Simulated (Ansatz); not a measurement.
Two structures of SiNH6ClO, closed shell, reached by relaxing down either side of one saddle point (PBE0-D4/def2-TZVP). Energies are electronic, without zero-point energy. Ansatz 0.2.0; basis: def2-TZVPP and def2-QZVPP; cores frozen in the correlated methods. Extrapolation: Hartree–Fock as exp(−7.88 √X), correlation as X^−2.97. First:

```xyz
10
angstrom
Si -1.2504 0.0002 -0.2973
N -0.4819 -0.9842 0.8451
H -0.8589 -0.3944 -1.6657
H -2.7118 -0.0472 -0.0778
Cl -0.7425 2.0297 -0.1871
H 1.6422 1.0613 -0.1262
O 2.1099 0.2185 -0.1266
H -0.8268 -1.0347 1.7898
H 0.5275 -1.0425 0.8016
H 2.5926 0.1931 -0.9557
```

Second:

```
10
angstrom
Si -0.3716 0.4702 -0.5265
N 0.0859 -1.1568 0.8221
H -0.4599 -0.6043 -1.5418
H -1.5444 0.6643 0.3568
Cl -0.7545 2.1239 -1.8501
H 0.9448 -1.6053 0.5227
O 1.1248 0.9579 0.0024
H 0.2433 -0.7836 1.7518
H -0.6475 -1.8549 0.8703
H 1.3789 1.7886 -0.4077
```

Problem. Which bonds change from the first to the second?

Solution. SiNH₄Cl ([NH2][SiH2][Cl]) + H₂O → SiH₃ClO ([OH][SiH2][Cl]) + NH₃ (still joined by a long Si–N bond); bonds formed: Si1–O7, N2–H6; bonds broken: H6–O7; bonds weakened to dative contacts: Si1–N2.

Problem. Give the saddle point's structure and its height above each. (To be estimated.)

Solution. Computed: 1.237 eV above the first and 1.726 eV above the second (CCSD(T) at an estimated basis limit (MP2 extrapolated from triple and quadruple zeta, plus CCSD(T) − MP2 in triple zeta)).
Si1  (-0.600, 0.198, -0.516)
N2  (0.031, -0.811, 0.929)
H3  (-0.580, -0.537, -1.801)
H4  (-2.051, 0.129, -0.137)
Cl5  (-0.579, 2.305, -0.479)
H6  (1.112, -0.337, 0.449)
O7  (1.354, 0.256, -0.583)
H8  (-0.326, -0.524, 1.832)
H9  (-0.108, -1.810, 0.831)
H10  (1.746, 1.131, -0.527)
(Å)

The T1 diagnostic stays at or below 0.011.

The step is the kind of ligand exchange by which a precursor binds to a hydroxyl group, or is hydrolysed, in atomic layer deposition of oxides.

Labels in which every atom is bracketed show which atoms are joined, not bond orders.

For scale, one of the runs: CCSD(T)/def2-TZVPP, 230 basis functions, launched by `ansatz run in.yaml --threads 4 --pin off --events-out ev --progress --plain --max-ram 9574MiB`. Time: 25 s of wall clock on 4 CPU threads of an AMD EPYC 9R45; the host was shared. Peak host memory: 3.9 GiB.
